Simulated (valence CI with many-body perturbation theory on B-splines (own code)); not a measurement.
## As²⁷⁺: electric-dipole lines

Computed by relativistic CI+MBPT: four valence electrons over a frozen Dirac-Fock core [He], radial functions for each j: 11 s, 11 p, 9 d, 7 f, 5 g, 2 h, 1 i, with the one-electron correlation potential Σ1 (screened to all orders), the two-electron term Σ2, the three-electron term Σ3, Breit, model QED; selected single and double excitations, second order for the rest (own B-spline code, finite nucleus).

The last digits are not significant, and no measured levels were compared; by estimate large intervals hold to a few tenths of a per cent, small ones and those within an open d or f shell to about a per cent. Among the levels kept, up to 260 cm⁻¹ of a level comes from second order outside the variational space, and about a tenth of that is noise between levels of different J, which matters for small intervals.

Lines 51 to 100 of 254 in falling wavelength, among levels below 1871.9 eV, chosen from the strongest by gf and those to the six lowest levels. Wavelengths and rates use the calculated energies. Electric multipoles are in the length gauge, E1 and E2 with the static RPA response of the core. Weak lines are less certain than strong ones. Lines between different terms over intervals too small for the method are left out, as are lines whose strength nearly cancels. Where a level lies close to another of its J and parity, the split of strength between their lines is uncertain. The highest levels of a list are the least certain.

Levels are named by their leading jj configuration (3d3/2^4 stands for four electrons in 3d with j = 3/2), which in mixed levels can hold well under half, so a name can repeat and another be missing. Letters in brackets count levels of one name in rising energy.

| λ vac (Å) | Upper | Lower | A (s⁻¹) | S (a.u.) with core polarisation | S without |
| --- | --- | --- | --- | --- | --- |
| 107.8 | (2s 2p1/2^2 2p3/2) J=1 | (2s^2 2p1/2 2p3/2) J=2 | 1.44e+09 | 2.67e-03 | 2.68e-03 |
| 106.9 | (2s 2p1/2 2p3/2^2) J=1 [b] | (2s^2 2p3/2^2) J=0 | 2.11e+09 | 3.81e-03 | 3.82e-03 |
| 100.6 | (2s 2p3/2^2 3s) J=3 | (2s^2 2p3/2 3s) J=2 | 1.52e+10 | 5.35e-02 | 5.37e-02 |
| 99.30 | (2p1/2 2p3/2^3) J=2 | (2s 2p3/2^3) J=2 | 4.18e+10 | 1.01e-01 | 1.01e-01 |
| 99.28 | (2s 2p3/2^2 3p3/2) J=4 | (2s^2 2p3/2 3p3/2) J=3 | 8.51e+09 | 3.70e-02 | 3.71e-02 |
| 95.10 | (2s 2p1/2 2p3/2^2) J=2 [a] | (2s^2 2p1/2 2p3/2) J=1 | 1.70e+10 | 3.61e-02 | 3.62e-02 |
| 93.12 | (2s 2p1/2 2p3/2^2) J=3 | (2s^2 2p1/2 2p3/2) J=2 | 1.04e+10 | 2.89e-02 | 2.90e-02 |
| 92.89 | (2p1/2 2p3/2^3) J=1 | (2s 2p1/2 2p3/2^2) J=1 [b] | 3.38e+10 | 4.01e-02 | 4.03e-02 |
| 90.24 | (2s 2p1/2 2p3/2^2) J=1 [b] | (2s^2 2p3/2^2) J=2 | 2.23e+09 | 2.42e-03 | 2.43e-03 |
| 88.41 | (2p1/2^2 2p3/2^2) J=2 | (2s 2p1/2 2p3/2^2) J=3 | 3.62e+10 | 6.17e-02 | 6.18e-02 |
| 84.98 | (2s 2p1/2 2p3/2 3p3/2) J=3 [c] | (2s^2 2p1/2 3p3/2) J=2 | 2.67e+10 | 5.66e-02 | 5.68e-02 |
| 82.97 | (2s 2p1/2 2p3/2 3p3/2) J=2 [c] | (2s^2 2p1/2 3p3/2) J=1 | 2.37e+10 | 3.34e-02 | 3.35e-02 |
| 82.73 | (2s 2p1/2 2p3/2 3p1/2) J=2 [c] | (2s^2 2p1/2 3p1/2) J=1 | 3.11e+10 | 4.35e-02 | 4.36e-02 |
| 82.64 | (2p3/2^4) J=0 | (2s 2p3/2^3) J=1 | 1.53e+11 | 4.25e-02 | 4.26e-02 |
| 82.30 | (2s 2p1/2 2p3/2 3s) J=2 [c] | (2s^2 2p1/2 3s) J=1 | 3.10e+10 | 4.26e-02 | 4.28e-02 |
| 81.62 | (2p1/2^2 2p3/2^2) J=2 | (2s 2p1/2 2p3/2^2) J=2 [a] | 2.34e+10 | 3.14e-02 | 3.15e-02 |
| 80.17 | (2s 2p1/2 2p3/2 3p1/2) J=1 [b] | (2s^2 2p1/2 3p1/2) J=1 | 5.02e+10 | 3.83e-02 | 3.84e-02 |
| 79.58 | (2s 2p1/2^2 2p3/2) J=1 | (2s^2 2p1/2^2) J=0 | 3.70e+10 | 2.76e-02 | 2.77e-02 |
| 78.73 | (2s 2p3/2^3) J=2 | (2s^2 2p3/2^2) J=2 | 6.79e+10 | 8.18e-02 | 8.20e-02 |
| 78.14 | (2p1/2 2p3/2^3) J=2 | (2s 2p1/2 2p3/2^2) J=2 [b] | 2.89e+10 | 3.40e-02 | 3.41e-02 |
| 77.37 | (2s 2p1/2 2p3/2 3p3/2) J=2 [d] | (2s^2 2p1/2 3p3/2) J=2 | 3.14e+10 | 3.59e-02 | 3.60e-02 |
| 77.18 | (2s 2p1/2 2p3/2 3p3/2) J=1 [d] | (2s^2 2p1/2 3p3/2) J=2 | 6.79e+10 | 4.62e-02 | 4.63e-02 |
| 77.15 | (2s 2p1/2 2p3/2 3s) J=1 [c] | (2s^2 2p1/2 3s) J=1 | 5.41e+10 | 3.68e-02 | 3.69e-02 |
| 77.05 | (2s 2p1/2 2p3/2^2) J=0 | (2s^2 2p1/2 2p3/2) J=1 | 4.68e+10 | 1.06e-02 | 1.06e-02 |
| 76.33 | (2s 2p1/2 2p3/2^2) J=2 [b] | (2s^2 2p1/2 2p3/2) J=2 | 6.12e+10 | 6.72e-02 | 6.74e-02 |
| 76.01 | (2s 2p3/2^2 3s) J=1 [a] | (2s^2 2p3/2 3s) J=2 | 6.98e+10 | 4.54e-02 | 4.55e-02 |
| 75.83 | (2s 2p3/2^3) J=1 | (2s^2 2p3/2^2) J=0 | 3.12e+10 | 2.02e-02 | 2.02e-02 |
| 75.81 | (2s 2p3/2^2 3s) J=1 [b] | (2s^2 2p3/2 3s) J=1 | 6.06e+10 | 3.91e-02 | 3.92e-02 |
| 75.19 | (2s 2p1/2 2p3/2^2) J=1 [a] | (2s^2 2p1/2 2p3/2) J=1 | 5.30e+10 | 3.33e-02 | 3.34e-02 |
| 74.99 | (2s 2p3/2^2 3s) J=2 [b] | (2s^2 2p3/2 3s) J=2 | 4.07e+10 | 4.24e-02 | 4.25e-02 |
| 74.40 | (2s 2p3/2^2 3s) J=2 [c] | (2s^2 2p3/2 3s) J=2 | 4.06e+10 | 4.12e-02 | 4.14e-02 |
| 70.38 | (2s 2p1/2 2p3/2^2) J=1 [b] | (2s^2 2p1/2 2p3/2) J=2 | 1.08e+11 | 5.58e-02 | 5.60e-02 |
| 67.05 | (2s 2p3/2^3) J=1 | (2s^2 2p3/2^2) J=2 | 1.22e+11 | 5.45e-02 | 5.47e-02 |
| 67.00 | (2s 2p1/2 2p3/2^2) J=1 [b] | (2s^2 2p1/2 2p3/2) J=1 | 3.00e+10 | 1.34e-02 | 1.34e-02 |
| 63.18 | (2s 2p3/2^3) J=2 | (2s^2 2p1/2 2p3/2) J=2 | 1.43e+10 | 8.88e-03 | 8.91e-03 |
| 63.01 | (2s 2p1/2 2p3/2^2) J=1 [a] | (2s^2 2p1/2^2) J=0 | 5.53e+09 | 2.05e-03 | 2.06e-03 |
| 61.82 | (2p1/2^2 2p3/2^2) J=2 | (2s 2p1/2^2 2p3/2) J=2 | 1.25e+10 | 7.30e-03 | 7.32e-03 |
| 57.16 | (2s 2p1/2 2p3/2^2) J=1 [b] | (2s^2 2p1/2^2) J=0 | 1.14e+10 | 3.16e-03 | 3.17e-03 |
| 53.31 | (2s 2p3/2^3) J=1 | (2s^2 2p1/2 2p3/2) J=1 | 1.15e+10 | 2.59e-03 | 2.60e-03 |
| 7.809 | (2s 2p3/2^2 3s) J=2 [a] | (2s 2p3/2^3) J=2 | 4.15e+12 | 4.88e-03 | 4.86e-03 |
| 7.772 | (2s^2 2p3/2 3s) J=1 | (2s^2 2p3/2^2) J=0 | 2.29e+12 | 1.59e-03 | 1.59e-03 |
| 7.748 | (2s 2p1/2 2p3/2 3s) J=2 [c] | (2s 2p1/2 2p3/2^2) J=2 [b] | 2.69e+12 | 3.09e-03 | 3.08e-03 |
| 7.733 | (2s 2p1/2 2p3/2 3s) J=1 [a] | (2s 2p1/2 2p3/2^2) J=2 [a] | 5.71e+12 | 3.91e-03 | 3.89e-03 |
| 7.723 | (2s 2p1/2 2p3/2 3s) J=2 [b] | (2s 2p1/2 2p3/2^2) J=3 | 4.45e+12 | 5.06e-03 | 5.04e-03 |
| 7.692 | (2s^2 2p1/2 3s) J=1 | (2s^2 2p1/2 2p3/2) J=2 | 4.19e+12 | 2.82e-03 | 2.81e-03 |
| 7.687 | (2s^2 2p3/2 3s) J=2 | (2s^2 2p3/2^2) J=2 | 2.13e+12 | 2.38e-03 | 2.37e-03 |
| 7.685 | (2s^2 2p3/2 3p1/2) J=1 | (2s 2p1/2^2 2p3/2) J=2 | 1.34e+12 | 9.01e-04 | 8.98e-04 |
| 7.673 | (2s 2p1/2^2 3s) J=1 | (2s 2p1/2^2 2p3/2) J=2 | 2.94e+12 | 1.97e-03 | 1.96e-03 |
| 7.669 | (2s^2 2p3/2 3s) J=1 | (2s^2 2p3/2^2) J=2 | 5.80e+12 | 3.87e-03 | 3.85e-03 |
| 7.657 | (2s^2 2p1/2 3s) J=0 | (2s^2 2p1/2 2p3/2) J=1 | 5.94e+12 | 1.31e-03 | 1.31e-03 |
